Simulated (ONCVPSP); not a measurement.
**Pseudopotential generation for germanium: ONCV, PBEsol, scalar-relativistic.**

ONCVPSP 4.0.1 input, shortened (lines: element, Z, core and valence counts, functional; n l f; lmax; l rc ep ncon nbas qcut; lloc lpopt rc5 dvloc0; l nproj debl; icmod fcfact rcfact), PBEsol, scalar-relativistic:

```
  Ge 32.00    6    2  -116133      upf
    1    0    2.00
    2    0    2.00
    2    1    6.00
    3    0    2.00
    3    1    6.00
    3    2   10.00
    4    0    1.00
    4    1    3.00
    2
    0    1.60    0.00    4    7    3.70
    1    1.75    0.00    4    9    5.10
    2    1.90    0.46    4    7    5.00
    4    5    1.05    0.00
    0    2    3.40
    1    2    3.30
    2    2    3.20
    1    0.50    0.00
```

Poles of the logarithmic derivatives, all-electron (AE) and pseudo (PS). s: poles at 2.8 (AE) and 1.7, 2.8 (PS) Ha. p: poles at 2.7 (AE) and 2.7 (PS) Ha. d: poles at -1.1, 3.3 (AE) and 3.3 (PS) Ha. Test radii: s 1.62, p 1.78, d 1.93 bohr.

* Cutoffs needed: 15 Ha and 37 Ha (the cutoffs (Ha) at which the residual kinetic energy of the hardest occupied pseudo-wave falls to 1 and 0.1 mHa per electron) The cutoffs count occupied waves only; projector 2 of the d channel, the hardest unoccupied one, needs 69 Ha at the loose tolerance.
* Ghost test: no bound ghost flagged; GHOST(+) flagged for s at 46.5 eV, p at 167.1 eV
* Largest excitation error: -22 meV (all-electron minus pseudo) for 4s2 4p0, out of 4 test configurations
* rms error of d²Exc/dni dnj: 7.41 mHa without and 0.03 mHa with the model core
